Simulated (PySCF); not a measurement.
**Working out the ionisation energy of S⁺**

S⁺ [Ne] 3s2 3p3 (4S) → S²⁺ [Ne] 3s2 3p2 (3P). Computed with PySCF 2.14 in x2c-TZVPPall with one added diffuse shell each of s, p, d type (6s6p4d1f, 51 functions), with scalar relativity by spin-free X2C-1e. Frozen: 1s2. Energies in hartree (1 hartree = 27.21139 eV):

| part | S⁺ (lower) | S²⁺ (upper) |
| --- | --- | --- |
| UHF | -398.246029 | -397.411733 |
| CCSD correlation | -0.267345 | -0.246983 |
| (T) | -0.004954 | -0.003629 |

Task: What does Hartree-Fock give?

Result: (-397.411733) − (-398.246029) = 0.834296 hartree = 22.702 eV.

Task: What do CCSD and CCSD(T) give?

Result: The CCSD correlation energies differ by 0.020362 hartree = 0.554 eV and the triples by 0.001325 hartree = 0.036 eV, so CCSD gives 23.256 eV and CCSD(T) 23.292 eV.

A first-order spin-orbit estimate adds -0.064 eV to CCSD(T) (valence and next inner shell), giving 23.228 eV against 23.338 eV (measured; NIST Atomic Spectra Database, ionization energies).

What remains against the reference includes basis incompleteness, the frozen core and higher excitations.
